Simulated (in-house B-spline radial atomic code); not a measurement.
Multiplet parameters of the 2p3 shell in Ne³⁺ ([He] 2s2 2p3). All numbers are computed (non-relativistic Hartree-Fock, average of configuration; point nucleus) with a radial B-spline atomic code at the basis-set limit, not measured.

Slater integrals: F^2 = 124434 cm⁻¹. Central-field spin-orbit parameter ζ(2p) = 789.8 cm⁻¹ (bare central field on non-relativistic orbitals, without two-electron terms: too large for light atoms, too small for heavy ones).

With F₂ = F^2/25 = 4977 cm⁻¹:

Where do the terms lie in LS coupling, without spin-orbit interaction?

In cm⁻¹ above the Hund's-rule term:
| term | expression | energy |
| --- | --- | --- |
| 4S | 0 F₂ | 0 |
| 2D | 9 F₂ | 44796 |
| 2P | 15 F₂ | 74660 |

Is LS coupling a fair picture here?

Fits to spectra need these integrals scaled down, since correlation screens the repulsion. Here ζ is 0.16 times F₂, so LS coupling is a fair start, though levels of equal J in close terms still mix.
